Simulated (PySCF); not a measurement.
Spinor energies of Pm(2+) (promethium, charge +2)

Start: [Xe] 4f4 6s1; 4f7/2 filled at m_j = +1/2, +3/2, +5/2, +7/2; 6s1/2 filled at m_j = +1/2. Calculated with PySCF 2.14 in x2c-TZVPall-2c with one added diffuse shell each of s, p, d, f type (12s12p11d5f1g, 147 functions): generalised Hartree-Fock with the X2C-1e Hamiltonian and a Gaussian nucleus; spin-orbit coupling (SO) screened by Boettger's factors. This is a chosen level, not necessarily the ground level.

```csv
spinor shell,electrons,"ε, screened SO (eV)",weight of nominal j (screened SO),"rms radius, screened SO (bohr)"
1s1/2,2,-45423.0,1.000,0.0264
2s1/2,2,-7519.1,1.000,0.107
2p1/2,2,-7106.3,1.000,0.0918
2p3/2,4,-6542.0,1.000,0.0979
3s1/2,2,-1706.8,1.000,0.277
3p1/2,2,-1528.8,1.000,0.269
3p3/2,4,-1412.8,1.000,0.282
3d3/2,4,-1106.4,0.998,0.253
3d5/2,6,-1081.9,0.998,0.257
4s1/2,2,-379.52,1.000,0.629
4p1/2,2,-309.31,0.987,0.649
4p3/2,4,-283.89,0.994,0.676
4d5/2,6,-162.62,0.848,0.742
4d3/2,4,-165.61,0.772,0.735
5s1/2,2,-71.866,1.000,1.51
5p1/2,2,-49.889,0.954,1.69
5p3/2,4,-45.925,0.977,1.77
4f7/2,4,-36.027,0.721,1.01
6s1/2,1,-17.734,1.000,3.89
```

```json
{"quantity": "E (hartree)", "screened SO": "-10018.46273"}
{"quantity": "M_J", "screened SO": "17/2"}
{"quantity": "⟨J²⟩", "screened SO": "80.754"}
{"quantity": "⟨L²⟩", "screened SO": "42.431"}
{"quantity": "⟨S²⟩", "screened SO": "8.670"}
```

Each row is a mean over spinors that exchange with the open shell spreads, by up to 14.242 eV (4d5/2).

Rows whose weight is well below 1 are mixtures of j = l ± 1/2: exchange outweighs spin-orbit coupling there, and the label is only the starting occupation.

Breit and QED terms are absent; they matter most for the inner s and p1/2 levels.

Densities and radii are taken from the X2C orbitals without a picture-change correction, which distorts them close to the nucleus.
